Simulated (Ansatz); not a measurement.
A made-up structure of B$_{2}$SiNH$_{3}$, closed shell:

```
7
angstrom
N -1.9801 0.1163 -1.0436
Si -0.4622 0.0214 -0.2414
B 1.0288 0.1890 1.4289
B 1.7425 -0.3149 0.0184
H -2.8596 0.1029 -1.4839
H 0.3406 0.5955 2.4887
H 2.1900 -0.7102 -1.1671
```

It is relaxed with PBE-D4/def2-SVP and then PBE0-D4/def2-TZVP (Ansatz 0.2.0). Atoms count as bonded within 1.22 times the sum of their covalent radii (H–H: 0.88 Å). The end point is not checked to be a true minimum.

Task: Does its bonding change? (Judge from chemistry; the calculation decides.)

Result: The calculation gives: No: no bond forms or breaks.

Where it ends: The first stage lowers the energy by 1.45 eV in 13 steps. It ends as B₂SiNH₃ ([NH][Si]1[BH][BH]1):
```xyz
7
angstrom
N -1.7255 0.3367 -0.9933
Si -0.4114 0.0272 -0.2176
B 0.9159 0.1529 1.2801
B 1.5531 -0.2969 0.0206
H -2.5873 -0.0903 -1.2773
H 0.3021 0.5180 2.2259
H 1.9531 -0.6476 -1.0384
```

Labels in which every atom is bracketed show which atoms are joined, not bond orders.

For scale, one of the runs: PBE0-D4/def2-TZVP relaxation, 148 basis functions, launched by `ansatz run in.yaml --threads 2 --pin off --events-out ev --progress --plain --max-ram 4352MiB`. The run took about 23 s on 2 CPU threads of an Arm Neoverse V1 (shared host).
